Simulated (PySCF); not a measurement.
Assignment exercise: C₃H₁₃O₂PSi₂

Molfile (atoms numbered from 1):
```
C3H13O2PSi2
     RDKit          3D

 21 20  0  0  0  0  0  0  0  0999 V2000
   -1.5313    0.4161    1.8029 C   0  0  0  0  0  0  0  0  0  0  0  0
   -1.2129    0.4849    0.3138 C   0  0  0  0  0  0  0  0  0  0  0  0
   -2.4745    0.6165   -0.5311 C   0  0  0  0  0  0  0  0  0  0  0  0
   -0.5278   -0.6965   -0.0418 O   0  0  0  0  0  0  0  0  0  0  0  0
    0.7125   -0.8323   -1.0616 Si  0  0  2  0  0  4  0  0  0  0  0  0
    1.5141   -2.8283   -0.5023 P   0  0  0  0  0  0  0  0  0  0  0  0
    1.8150    0.3346   -0.8079 O   0  0  0  0  0  0  0  0  0  0  0  0
    2.8118    1.0944    0.2202 Si  0  0  0  0  0  4  0  0  0  0  0  0
   -0.6124    0.2937    2.3703 H   0  0  0  0  0  0  0  0  0  0  0  0
   -2.0291    1.3270    2.1240 H   0  0  0  0  0  0  0  0  0  0  0  0
   -2.1764   -0.4360    2.0015 H   0  0  0  0  0  0  0  0  0  0  0  0
   -0.5530    1.3420    0.1222 H   0  0  0  0  0  0  0  0  0  0  0  0
   -3.1208   -0.2410   -0.3606 H   0  0  0  0  0  0  0  0  0  0  0  0
   -2.2113    0.6506   -1.5851 H   0  0  0  0  0  0  0  0  0  0  0  0
   -3.0098    1.5244   -0.2673 H   0  0  0  0  0  0  0  0  0  0  0  0
    0.3675   -0.5526   -2.4559 H   0  0  0  0  0  0  0  0  0  0  0  0
    2.4420   -2.8589   -1.5284 H   0  0  0  0  0  0  0  0  0  0  0  0
    0.5833   -3.5435   -1.2332 H   0  0  0  0  0  0  0  0  0  0  0  0
    2.1946    1.1700    1.5455 H   0  0  0  0  0  0  0  0  0  0  0  0
    2.9507    2.4164   -0.3851 H   0  0  0  0  0  0  0  0  0  0  0  0
    4.0589    0.3355    0.2593 H   0  0  0  0  0  0  0  0  0  0  0  0
  1  2  1  0
  2  3  1  0
  2  4  1  0
  4  5  1  0
  5  6  1  0
  5  7  1  0
  7  8  1  0
  1  9  1  0
  1 10  1  0
  1 11  1  0
  2 12  1  0
  3 13  1  0
  3 14  1  0
  3 15  1  0
  5 16  1  6
  6 17  1  0
  6 18  1  0
  8 19  1  0
  8 20  1  0
  8 21  1  0
M  END
```

Theory: PBE0/pcSseg-1 with gauge-including orbitals, geometry from GFN2-xTB, in PySCF 2.14 (no solvent model, fast rotation and ring inversion assumed for equivalent nuclei, a single conformation, no relativistic terms).

δ = σ(ref) − σ, references computed at the same level: $^{13}$C (186.93 ppm), $^{1}$H (31.72 ppm) against TMS.

Problem. Assign these signals to the numbered atoms. $^{13}$C{$^{1}$H} NMR (computed): δ 67.4, 27.7, 25.9.

Solution. 
```tsv
δ (ppm)	atoms	environment	reason
67.4	C2	sp3 CH bonded to O	pulled downfield by the heteroatom
27.7	C1	methyl carbon	saturated and bonded to C and H only
25.9	C3	methyl carbon	–
```

C1 and C3 lie closer than the usual error of such a calculation, so a measured spectrum could show them in the other order.

Problem. Assign these signals to the numbered atoms. $^{1}$H NMR (500 MHz, computed): δ 5.70 (m, 1H), 5.14 (s, 3H), 4.34 (m, 1H), 1.36 (d, 3H), 1.25 (d, 3H), 0.95 (m, 2H).

Solution. 
5.70 → H16, hydrogen on a silicon bonded to 2 O, P
5.14 → H19/H20/H21, hydrogen on a silicon bonded to O
4.34 → H12, hydrogen on an sp3 CH bonded to O: its carbon carries O, an electronegative neighbour
1.36 → H9/H10/H11, hydrogen on a methyl carbon
1.25 → H13/H14/H15, hydrogen on a methyl carbon
0.95 → H17/H18, hydrogen on a phosphorus bonded to Si

H9/H10/H11 and H13/H14/H15 lie closer than the usual error of such a calculation, so a measured spectrum could show them in the other order.

Splittings by $^{31}$P in the carbon and heteronuclear signals aren't shown, as no couplings were computed. Shifts are as computed. Against solution values, carbons near 30 ppm lie about +3 ppm off and those near 130 ppm about +5 ppm. Of 1211 compounds with measured shifts, 218 miss one by over three times the rms of a fit or turn the order of signals round; such compounds aren't used in these exercises. Multiplicities follow the n + 1 count of equivalent neighbours, as no J values were calculated; m marks all less simple cases, F and P coupling included.
